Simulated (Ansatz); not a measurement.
Two isomers of CHAlClNO: A = `N=[C]1[O][Al]1[Cl]`, B = `O=C=[N][AlH][Cl]`.

Computed with Ansatz on PBE0-D4/def2-TZVP structures; ΔE is electronic, products minus reactants. CCSD(T)/CBS adds triple-zeta CCSD(T) − MP2 to the extrapolated MP2 energy (def2 sets, frozen cores). DFT in def2-TZVPP. B3LYP here is the variant with VWN-RPA as its local correlation; programs differ in this. One conformer a species, not always the lowest.

(1) Which isomer does CCSD(T)/CBS put lower? Give the gap. (An estimate is asked.)

(2) Give E(B) − E(A) in kJ/mol with B3LYP-D4, PBE0-D4, HF/def2-TZVPP, BLYP-D4, B2PLYP, r2SCAN-D4, MP2/def2-TZVPP. (An estimate is asked.)

(3) Does the order hold for the free energy at 298.15 K (harmonic terms from PBE0-D4)? (Best estimate.)

Largest T1 diagnostic: 0.017.

Results:

(1) Computed: B, by 211.6 kJ/mol.

(2) Computed: B3LYP-D4 -224.7, PBE0-D4 -213.8, HF/def2-TZVPP -282.2, BLYP-D4 -214.5, B2PLYP -225.4, r2SCAN-D4 -215.6, MP2/def2-TZVPP -222.3. None reverses the order clearly.

(3) Computed: Yes: G(B) − G(A) = -223.4 kJ/mol, for one conformer each. Modes under 60 cm⁻¹, often nearly free rotors, make the harmonic entropy too high.

In def2-TZVPP, CCSD(T) changes the Hartree–Fock value by +66.0 kJ/mol (the triples alone add +7.2 kJ/mol) and MP2 by +59.8 kJ/mol. From r2SCAN to r2SCAN0 (25 % exact exchange), in def2-TZVPP and without D4, E(B) − E(A) moves by −8.0 kJ/mol.
